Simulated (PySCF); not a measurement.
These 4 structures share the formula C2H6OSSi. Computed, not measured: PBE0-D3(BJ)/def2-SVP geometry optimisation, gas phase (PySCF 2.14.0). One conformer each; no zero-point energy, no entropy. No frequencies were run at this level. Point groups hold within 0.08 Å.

Question: Order them by energy at this level, lowest first, and give relative energies in kcal/mol.
A. `[CH3:1][C:2](=[S:3])[O:4][SiH3:5]` with C1–C2–O4–Si5 -179°
B. `[CH3:1][C:2](=[O:3])[SiH2:4][SH:5]` with C1–C2–Si4–S5 -173°, C2–Si4–S5–H -6°
C. `[CH3:1][C:2](=[S:3])[SiH2:4][OH:5]` with C1–C2–Si4–O5 177°, C2–Si4–O5–H 3°
D. `[SiH3:1][O:2][C@H:3]1[CH2:4][S:5]1` with Si1–O2–C3–C4 -142°

Answer: A (0.0), C (2.9), B (4.6), D (18.2).

As drawn, the lowest has a C=S bond, which the highest lacks; the highest has a three-membered ring, which the lowest lacks. Neighbours under 2.5 kcal/mol apart (CC(=S)[SiH2]O and CC(=O)[SiH2]S) can change places with a better method, another conformer or zero-point energy.

```csv
SMILES,E (Eh),E rel (kcal/mol),dipole (D),point group,"A, B, C (MHz)"
CC(=S)O[SiH3],-841.99349,0.0,1.66,near Cs,"4812, 2373, 1638"
CC(=S)[SiH2]O,-841.98890,2.9,2.44,near Cs,"4231, 2481, 1610"
CC(=O)[SiH2]S,-841.98622,4.6,3.05,near Cs,"6240, 1831, 1456"
[SiH3]O[C@H]1CS1,-841.96450,18.2,1.21,C1,"7451, 1858, 1591"
```

Q: How do the relative energies change in single points at PBE0/pcSseg-1 (no added dispersion term) on the same geometries?

A: 
| SMILES | PBE0-D3(BJ)/def2-SVP (kcal/mol) | PBE0/pcSseg-1 (kcal/mol) | shift |
| --- | --- | --- | --- |
| CC(=S)O[SiH3] | 0.0 | 0.0 | 0.0 |
| CC(=S)[SiH2]O | 2.9 | 1.1 | -1.8 |
| CC(=O)[SiH2]S | 4.6 | 3.2 | -1.4 |
| [SiH3]O[C@H]1CS1 | 18.2 | 17.1 | -1.1 |

Each column counts from its own lowest isomer. The order is unchanged; the largest shift is 1.8 kcal/mol.
